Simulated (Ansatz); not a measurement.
Species: H₄B₂O, SMILES `BOB` (charge 0, multiplicity 1), formula H4B2O.

Q: How many basis functions does frozen-core CCSD(T)/cc-pVQZ // PBE-D3(BJ)/def2-TZVP (Ansatz, a quantum-chemistry and plane-wave program) use, how many core orbitals are frozen, and how many electrons are correlated?

A: 285 basis functions and 3 frozen orbitals, which leaves 16 correlated electrons. Core time is of the order of minutes.
